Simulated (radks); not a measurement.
Ionisation of the carbon ion C2+, [He] 2s2, to [He] 2s1 as the strength of local exchange is varied. All-electron calculation, scalar-relativistic Kohn-Sham, Slater X-alpha exchange (alpha = 2/3 is LDA exchange), no correlation, spin-polarised, spherical densities, finite nucleus; Fermi nuclear charge, rms radius 2.4702 fm. Program: a radial shooting solver on a logarithmic mesh with Libxc functionals.

alpha  E(C2+) (hartree)  exchange (hartree)  IE (eV)  -e of the level emptied (eV)  <r> of it (bohr)
0.583         -35.40619            -3.23326   43.922                   37.397 (2s)             1.392
0.667         -35.87389            -3.72817   45.047                   38.725 (2s)             1.375
0.68          -35.94660            -3.80542   45.223                   38.932 (2s)             1.372
0.889         -37.12758            -5.07136   48.096                   42.346 (2s)             1.330
1.03          -37.93711            -5.95098   50.088                   44.729 (2s)             1.303

NIST Atomic Spectra Database: 47.888 eV (measured). The Delta-SCF value meets it near alpha = 0.87.
